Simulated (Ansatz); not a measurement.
Geometry optimisation, DFT PBE-D3(BJ), scalar-relativistic, plane waves, PAW in Ansatz 0.2.0.

Input:

```yaml
crystal:
  lattice:
    - [10.83, 0.0, 0.0]
    - [0.0, 5.105311, 0.0]
    - [0.0, 0.0, 15.552655]
  atoms:
    - { symbol: Cu, position: [0.0, 0.0, 0.0642977] }
    - { symbol: Cu, position: [0.3333333, 0.0, 0.0642977] }
    - { symbol: Cu, position: [0.6666667, 0.0, 0.0642977] }
    - { symbol: Cu, position: [0.0, 0.5, 0.0642977] }
    - { symbol: Cu, position: [0.3333333, 0.5, 0.0642977] }
    - { symbol: Cu, position: [0.6666667, 0.5, 0.0642977] }
    - { symbol: Cu, position: [0.1666667, 0.25, 0.1463626] }
    - { symbol: Cu, position: [0.5, 0.25, 0.1463626] }
    - { symbol: Cu, position: [0.8333333, 0.25, 0.1463626] }
    - { symbol: Cu, position: [0.1666667, 0.75, 0.1463626] }
    - { symbol: Cu, position: [0.5, 0.75, 0.1463626] }
    - { symbol: Cu, position: [0.8333333, 0.75, 0.1463626] }
    - { symbol: Cu, position: [0.0, 0.0, 0.2284276] }
    - { symbol: Cu, position: [0.3333333, 0.0, 0.2284276] }
    - { symbol: Cu, position: [0.6666667, 0.0, 0.2284276] }
    - { symbol: Cu, position: [0.0, 0.5, 0.2284276] }
    - { symbol: Cu, position: [0.3333333, 0.5, 0.2284276] }
    - { symbol: Cu, position: [0.6666667, 0.5, 0.2284276] }
    - { symbol: "N", position: [0.7742352, 0.4816893, 0.3396626] }
basis:
  ecutwfc: 420.0
kpoints:
  mp_grid: { grid: [2, 3, 1] }
hamiltonian:
  xc: pbe
  dispersion: d3bj
  pseudopotentials: { kind: paw, azcp: { folder: soft_1 } }
scf:
  occupations: { method: fermi_dirac, width: 0.05 }
  lower_state_search: "off"
relax:
  f_tol: 0.08
  max_steps: 25
  adjacent_minimum: "off"
  constraints: [{ sites: [0, 1, 2, 3, 4, 5] }]
```

Command:

```bash
$ ansatz run input.yaml --threads 4 --pin off --max-ram 10240MiB --backend cpu --events-out ev --progress --plain --runs-dir out
```

Task: Where does it end, and by what steps?

Result: It converged. The force dipped under the threshold on the way, but the program's further checks kept it going. Limits of this set-up: coarse k mesh, thin slab, slab without dipole correction, odd electron count without spin, a typed lattice constant that wasn't relaxed here. After 12 steps the energy has fallen by 3.174 eV; N19 moved furthest, 1.74 Å. Joined: Cu9–N19 (3.29 → 1.94 Å), Cu12–N19 (3.37 → 1.94 Å), Cu16–N19 (3.00 → 1.87 Å).

```csv
step,energy less start (eV),largest force component (eV/Å),accepted
0,0.0000,3.443,yes
1,-0.6822,3.033,yes
2,-1.2241,1.060,yes
3,-1.6006,1.258,yes
4,-2.0355,1.467,yes
5,-2.4764,1.207,yes
6,-2.6241,1.246,yes
7,-2.8069,0.770,yes
8,-2.9762,0.536,yes
9,-3.1007,0.525,yes
10,-3.1682,0.249,yes
11,-3.1743,0.021,yes
12,-3.1743,0.021,yes
```

```xyz
19
Lattice="10.8300 0.0000 0.0000 0.0000 5.1053 0.0000 0.0000 0.0000 15.5527" Properties=species:S:1:pos:R:3
Cu 0.000 0.000 1.000
Cu 3.610 0.000 1.000
Cu 7.220 0.000 1.000
Cu 0.000 2.553 1.000
Cu 3.610 2.553 1.000
Cu 7.220 2.553 1.000
Cu 1.811 1.292 2.204
Cu 5.409 1.292 2.203
Cu 9.025 1.215 2.260
Cu 1.811 3.813 2.203
Cu 5.409 3.813 2.203
Cu 9.025 3.889 2.260
Cu 0.130 0.001 3.473
Cu 3.610 -0.001 3.427
Cu 7.090 0.001 3.473
Cu 0.063 2.553 3.525
Cu 3.610 2.553 3.444
Cu 7.158 2.553 3.525
N 9.026 2.552 3.671
```

Whether the end is a true minimum wasn't checked by a vibrational analysis.

Run time: 5.4 min on 4 threads of Arm Neoverse V1, on a shared host, peak memory 2.6 GiB.
